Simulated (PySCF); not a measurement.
SMILES c1ccc(CC[SeH])s1, GFN2-xTB optimised geometry.

```
16

Se     2.08    -0.94     1.60
C      1.31    -1.80     0.00
C     -0.21    -1.80     0.00
C     -0.76    -0.42     0.00
C     -1.35     0.26     1.02
C     -1.71     1.58     0.68
C     -1.39     1.89    -0.60
S     -0.64     0.58    -1.42
H      1.54    -1.90     2.53
H      1.70    -1.22    -0.84
H      1.71    -2.82    -0.05
H     -0.55    -2.34    -0.89
H     -0.58    -2.33     0.88
H     -1.52    -0.17     1.99
H     -2.19     2.27     1.36
H     -1.54     2.82    -1.12
```

Density from B3LYP/def2-TZVP (PySCF 2.14.0) at that geometry.

Minimum of the electron density along straight lines between bonded atoms, close to the bond critical point (lines longer than 1.1 times the sum of covalent radii, or with two minima, are not listed):

```csv
bond,length / Å,ρ at the minimum / e bohr⁻³,∇²ρ there / e bohr⁻⁵,position (fraction from the first atom)
Se1–C2,1.974,0.143,-0.15,0.52
C2–C3,1.526,0.247,-0.61,0.51
C3–C4,1.489,0.265,___,0.48
C4–C5,1.359,0.337,-1.00,0.51
C5–C6,1.414,0.305,-0.88,0.50
C6–C7,1.355,0.338,-1.01,0.49
C4–S8,1.736,0.212,-0.42,0.48
C7–S8,1.720,0.217,___,0.48
Se1–H9,1.448,___,-0.32,0.62
C2–H10,1.092,0.283,-0.98,0.65
C2–H11,1.091,0.283,-0.98,0.65
C3–H12,1.094,0.279,-0.96,0.64
C3–H13,1.093,0.281,-0.97,0.64
C5–H14,1.076,0.290,-1.04,0.64
C6–H15,1.075,0.290,-1.05,0.65
C7–H16,1.072,0.292,-1.06,0.65
```

Problem. Some entries are withheld; supply them.

Solution. 
- C3–C4, ∇²ρ there / e bohr⁻⁵: -0.71
- C7–S8, ∇²ρ there / e bohr⁻⁵: -0.45
- Se1–H9, ρ at the minimum / e bohr⁻³: 0.183
